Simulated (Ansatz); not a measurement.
The same ligand exchange along the group F, Cl, Br.

Program: Ansatz. Geometries: PBE0-D4/def2-TZVP. ΔE: electronic, gas phase. CCSD(T)/CBS adds triple-zeta CCSD(T) − MP2 to the extrapolated MP2 energy (def2 sets, frozen cores). This one scheme is used for every species. Functionals use def2-TZVPP. Elements past krypton have def2 core potentials. For Br, Sn outer-core shells are correlated without core-valence functions, which leaves a few kJ/mol of doubt a bond. Scalar relativity is left out up to krypton. Each species was taken in one conformer, which may not be the lowest.

| reaction | B97M-V (eV) | B2PLYP (eV) |
| --- | --- | --- |
| `C=[CH][SnH2][F]` + H–F → `[F][SnH2][F]` + `C=C` | -0.94 | -0.83 |
| `C=[CH][SnH2][Cl]` + HCl → `[Cl][SnH2][Cl]` + `C=C` | -1.17 | -1.10 |
| `C=[CH][SnH2][Br]` + HBr → `[Br][SnH2][Br]` + `C=C` | -1.24 | -1.22 |

**Question.** Give the CCSD(T)/CBS values in the same order. (Best estimate.)

**Answer.** Ansatz gave: -0.71, -1.04, -1.18 eV.

Largest T1 diagnostic: 0.014, for `[F][SnH2][F]`.
